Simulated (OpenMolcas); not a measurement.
Re6+ (d1) among equal point charges was computed by CASSCF with the d shell active (OpenMolcas, ANO-RCC-VDZP on the metal). Its lowest spin-free states, and all those of the highest spin:

```
2S+1  Degeneracy  E (cm-1)
   2           1       0.0
   2           2      2989
   2           1     13653
   2           1     20702
```

Problem. Is the site octahedral, tetrahedral or cube-like, axial, or of lower symmetry?

Solution. The states with 2S+1 = 2 have orbital degeneracies 1, 2, 1, 1. There are pairs but no triples, so the site is axial: not cubic, but with a proper or improper axis of order three or more. The run had Re6+ among 4 point charges of -1.5 e arranged as a square (D4h), 1.99 Å from the ion.

Spin-orbit coupling mixes the spin-free states strongly: the lowest level takes only 53 % from its leading state, 2A1. This is an electrostatic model: the charges have no orbitals. No measured value stands beside these numbers.
